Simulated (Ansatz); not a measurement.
`F[CH2][GeH2][Cl]`, charge 0, multiplicity 1.

Problem. Give a relaxed structure at PBE0-D4/def2-TZVP (the Gaussian-basis code of Ansatz). (Best estimate.)

Solution. Ansatz gave: 
Cartesian coordinates in Å:
```
F -0.059 -1.940 0.354
C -0.371 -0.873 -0.464
Ge 0.136 0.827 0.390
Cl 2.286 0.967 0.352
H 0.161 -0.988 -1.413
H -1.448 -0.884 -0.659
H -0.407 2.016 -0.418
H -0.297 0.874 1.859
```
